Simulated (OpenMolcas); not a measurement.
**d8 ions of charge +2 down a group on the Y site of Cs2NaYF6**

```
Program             : OpenMolcas
Method              : SS-CASPT2, IPEA 0.25 Eh, imaginary shift 0.1 Eh
Spin-orbit coupling : state interaction with AMFI integrals over the reference wave functions
```

The d shell is active; CASPT2 correlates the ligand valence shells and the outer metal core. Each dopant is a cluster with its nearest anions in model potentials and point charges, with no relaxation and no local charge compensation. Distances were set from a Shannon-type radius of the metal (high-spin where two are listed) plus a fixed donor radius (F 1.31 Å), in hosts weighted 0.65 to 0.35 with the host's distance in the model lattice. Ligand basis ANO-RCC-VDZP, DKH2 Hamiltonian. States (labels of O, the rotations of Oh). Energies in cm-1 above the lowest state or level, χT in cm3 K/mol; 10Dq and B are least-squares fits to the states below 45000 cm-1, weighted by degeneracy, with a free offset, and given where the rms deviation is under 5 % of |10Dq| (or 100 cm-1) and under 700 cm-1. Spin-only χT is S(S+1) / 2 for the spin of the ground state.

```csv
Ion,Shell,R (Å),Metal basis,Ground state,First state of that spin,10Dq,B (rms of fit),First gap with spin-orbit (degeneracies),χT at 300 K,First state of another spin,Spin-only χT
Ni2+,3d8,2.062,ANO-RCC-VTZP,3A2,3T2 7300,,,"6980 (3, 2)",1.421,1E 14140,1.000
Pd2+,4d8,2.173,ANO-RCC-VTZP,3A2,3T2 13390,,,"8730 (3, 2)",1.412,1E 9210,1.000
Pt2+,5d8,2.134,ANO-RCC-VTZP,3A2,3T2 18800,18659,564 (332),"7250 (3, 2)",1.672,1E 8220,1.000
```

Every ion keeps the highest spin of its shell. χT departs most from the spin-only value for Pt2+, by +0.672 cm3 K/mol.

Roots that are degenerate in the reference are averaged as groups; the widest CASPT2 spread within a group is 390 cm-1 (the 3-fold group of multiplicity 3 near 29200 cm-1 above the lowest state of its run, Pd2+). Shifts and gaps below about the spread of the groups concerned are not significant. Over all roots computed the reference weight is 0.71 to 0.72 in Ni2+, 0.70 to 0.71 in Pd2+, 0.70 to 0.71 in Pt2+; a low but even weight reflects the number of correlated electrons. Ligand-to-metal charge-transfer states are missing. A single d shell leaves out the double-shell effect, which counts most for late 3d ions, where the CASPT2 field can be off either way by tens of per cent (holds for Ni2+). These CASPT2 states fit no ligand-field parameters well, so their order and spin gaps are uncertain (holds for Ni2+). For late 3d ions with one d shell CASPT2 can put B and the spin-flip bands somewhat low as well as high (holds for Ni2+). With one d shell and no ligand orbital active, 10Dq can be off by tens of per cent for divalent 3d ions, low with halides held by bare charges and at times high in hosts, and the orbital part of g and χT goes as 1/10Dq (holds for Ni2+). Free-ion shares, where given, are those of the reference states; single-state CASPT2 does not remix them (holds for Ni2+; Pd2+). Real 4d8 and 5d8 ions are as a rule square planar and diamagnetic (holds for Pd2+; Pt2+). With no ligand orbital active B as a rule stays too high, so bands that hang on it stand too high and its fall with covalency is understated (holds for Pd2+; Pt2+). With one d shell and no ligand orbital active, 10Dq can be off by a tenth or more (holds for Pd2+; Pt2+). No measured value stands beside these numbers; the geometry was set by hand and not optimised.
